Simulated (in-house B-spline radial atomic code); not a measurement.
# Ionising the germanium ion Ge⁸⁺ with different functionals

Computed with a B-spline radial code for spherical atoms: four-component Dirac-Coulomb Hamiltonian, Fermi nucleus of rms radius 4.0742 fm, spin-restricted, spherical fractional occupations for the functionals. The ionisation energy is the difference of two self-consistent energies, [Ar] 3d6 → [Ar] 3d5, without Breit or QED terms; ε is the level of the shell that loses the electron (mean over j). The electron is taken from both j subshells in proportion to 2j + 1, so the result is a j average, not the step between ground levels.

Hybrids are left out here: with spherical fractional occupations of an open shell their exact exchange keeps a self-interaction that integer-occupation calculations don't have.

```tsv
method	rung	ΔSCF (eV)	-ε(3d) (eV)
LDA VWN5	LDA	213.41	196.34
relativistic LDA	LDA	213.42	196.35
LDA PW92	LDA	213.39	196.33
LDA exchange-only	LDA	211.13	194.09
PBE	GGA	213.11	196.04
PBEsol	GGA	?	?
BLYP	GGA	213.00	195.93
RPBE	GGA	213.03	195.97
PW91	GGA	213.29	196.22
BP86	GGA	213.19	196.12
AM05	GGA	?	?
OLYP	GGA	213.98	196.88
```

Question: What does AM05 give?

Answer: ΔSCF 213.10 eV, and -ε(3d) = 196.04 eV.

Question: What does PBEsol give?

Answer: ΔSCF 213.05 eV, and -ε(3d) = 195.98 eV.

Question: How do they compare with the NIST value?

Answer: NIST lists 212 eV ± 2.1 (tabulated theory, ground level to ground level). Errors run from -1.37 to +1.48 eV; all lie within about twice that uncertainty, so the table can't rank the methods.
